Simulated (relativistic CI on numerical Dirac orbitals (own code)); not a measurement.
## What each ingredient does to the levels of Tb48+

Base calculation: Dirac-Coulomb-Breit CI, orbitals from a KLI potential per configuration, a model potential for QED, unscaled Slater integrals.

CI space (outside the closed core [Ne]): 3s2 3p5, 3s 3p6, 3s2 3p4 3d, 3s 3p5 3d, 3p6 3d, 3s 3p4 3d2, 3s2 3p3 3d 4p, 3p6 4s, 3s 3p4 3d 4s, 3s2 3p4 4s, 3p6 4p, 3s2 3p4 4p, 3s2 3p3 3d2, 3s2 3p2 3d3, 3s 3p3 3d3, 3s2 3p2 3d2 4s, 3s2 3p2 3d2 4p. Double excitations out of closed p, d and f shells are left out; levels of such configurations are missing from the list, as are those of other unlisted configurations, and high levels can miss mixing partners.

The lowest level and the first level of each name with at least 55 % of one term (blank where a level has no safe partner in the second run):

| Level | Base (eV) | Shift (eV) |
| --- | --- | --- |
| 3s2 3p5 2P°_3/2 | 0.000 | 0.000 |
| 3s2 3p5 2P°_1/2 | 186.939 | +2.161 |
| 3s2 3p4 3d 2D_3/2 | 223.792 | +0.896 |
| 3s2 3p4 3d 4F_9/2 | 246.029 | +2.788 |
| 3s 3p6 2S_1/2 | 346.988 | +0.668 |
| 3s2 3p4 3d 4D_1/2 | 376.282 | +3.064 |
| 3s2 3p4 3d 2G_7/2 | 394.743 | +3.927 |
| 3s2 3p4 3d 2G_9/2 | 436.415 | +5.248 |

At this charge energies of transitions that change n are usually good to better than 1 %, and those within a shell (Δn = 0) to a few per cent.

Task: One thing was changed in a second run, which moved the levels as shown. Which?
A. only the first 3 configurations
B. Breit term removed
C. QED terms removed
D. P86 correlation estimate
E. configuration mixing switched off

Result: B. Breit term removed. The Breit term mainly narrows fine-structure intervals, so removing it widens them.

LS names give the leading component of a level, which can be under half, so a name can repeat, a term be missing and a line seem to break the LS rules.
